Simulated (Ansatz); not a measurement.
A series at Si: from `O[SiH](O)O`, ligands are replaced one by one, each step taking up H₂ and setting free H₂O; n counts the steps. Ansatz, PBE0-D4/def2-TZVP geometries. Each molecule was computed in one conformer, which needn't be the lowest.

| n | molecule | HOMO energy, ωB97M-V/def2-TZVPP (eV) |
| --- | --- | --- |
| 0 | `O[SiH](O)O` | ? |
| 1 | `O[SiH2]O` | -11.20 |
| 2 | `O[SiH3]` | -11.07 |
| 3 | SiH₄ | -12.14 |

Question: By hand: fit a straight line y = ȳ + b (n − n̄) to the 3 given rows and predict n = 0.

Answer: n̄ = 2.000, ȳ = -11.470; Σ(n − n̄)(y − ȳ) = -0.940, Σ(n − n̄)² = 2.000, so b = -0.470 eV a step. Prediction: -11.470 + (-0.470) × (-2.000) = -10.53 eV.

Question: By hand: compare with the computed value, -11.44 eV, and give the steps along the whole series.

Answer: The line misses by -0.91 eV (computed minus predicted). Steps: 0.24, 0.13, -1.07 eV.

The steps change sign along the series, so a line is a poor guide. The highest orbital can change its character along such a series. The miss is 85.0 % of the series' range.
